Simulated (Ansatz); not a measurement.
`[CH3][Al]([NH2])[CH]=O` + `OB(O)Br` → `COB(O)Br` + `[NH2][AlH][CH]=O`  (substitution at a C–Al bond)

Gas-phase electronic energies from Ansatz, PBE0-D4/def2-TZVP geometries. CCSD(T)/CBS is the MP2 limit (def2-TZVPP, def2-QZVPP) plus CCSD(T) − MP2 in def2-TZVPP, frozen cores. DFT in def2-TZVPP. B3LYP here is the variant with VWN-RPA as its local correlation; programs differ in this. For Br outer-core shells are correlated without core-valence functions, which leaves a few kJ/mol of doubt a bond. Scalar relativity is left out up to krypton. One conformer a species, not always the lowest.

CCSD(T)/CBS gives +1.01 eV.

Problem. Another level gave +0.94 eV. Which?
A. HF/def2-TZVPP
B. CCSD(T)/def2-TZVPP
C. B3LYP-D4/def2-TZVPP
D. MP2/def2-TZVPP

Solution. C. B3LYP-D4 0.94, CCSD(T)/def2-TZVPP 0.99, MP2/def2-TZVPP 1.04, HF/def2-TZVPP 0.88 eV.

Largest T1 diagnostic among the species: 0.015.

In def2-TZVPP, CCSD(T) changes the Hartree–Fock value by +0.11 eV (the triples alone add +0.00 eV) and MP2 by +0.16 eV.
